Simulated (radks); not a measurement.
The mean radii <r> (bohr) of the occupied orbitals of an atom or ion are listed with their occupations. Calculated with a radial shooting solver on a logarithmic mesh with Libxc functionals: Dirac Kohn-Sham, BLYP, spin-unpolarised, spherical densities, finite nucleus; Fermi nuclear charge, rms radius of each element as measured or else 0.836 A^(1/3) + 0.57 fm.

| orbital | occ. | <r> |
|---|---|---|
| 1s1/2 | 2 | 0.06350 |
| 2s1/2 | 2 | 0.2883 |
| 2p1/2 | 2 | 0.2525 |
| 2p3/2 | 4 | 0.2553 |

Name the element and its charge. Open shells, if any, fill j = l - 1/2 first.

Answer. Z = 24, chromium, charge +14: Cr14+ in [Ne]. The 1s radius gives Z: for a bare nucleus <r> = (2 gamma + 1)/(2Z) with gamma = sqrt(1 - (Z/c)^2), 0.06186 bohr for Z = 24, and screening makes it slightly larger (0.06350 here). The occupations add up to 10, and the charge is Z minus that.
